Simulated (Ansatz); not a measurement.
`C=C[CH2][AlH][CH3]` → `C=[C](C)[AlH][CH3]`  (isomerisation)

Gas-phase electronic energies from Ansatz, PBE0-D4/def2-TZVP geometries. CCSD(T)/CBS is the MP2 limit (def2-TZVPP, def2-QZVPP) plus CCSD(T) − MP2 in def2-TZVPP, frozen cores. Each species was taken in one conformer, which may not be the lowest.

```
             species  CCSD(T)/CBS(def2) energy (Eh)
`C=C[CH2][AlH][CH3]`                     -399.62592
`C=[C](C)[AlH][CH3]`                     -399.62363
```

(1) Work out ΔE.

Largest T1 diagnostic among the species: 0.012.

Answers

(1) ΔE = (-399.62363) − (-399.62592) = 0.00229 Eh = +6.0 kJ/mol.

In def2-TZVPP, CCSD(T) changes the Hartree–Fock value by +25.1 kJ/mol (the triples alone add +4.7 kJ/mol) and MP2 by +31.2 kJ/mol.
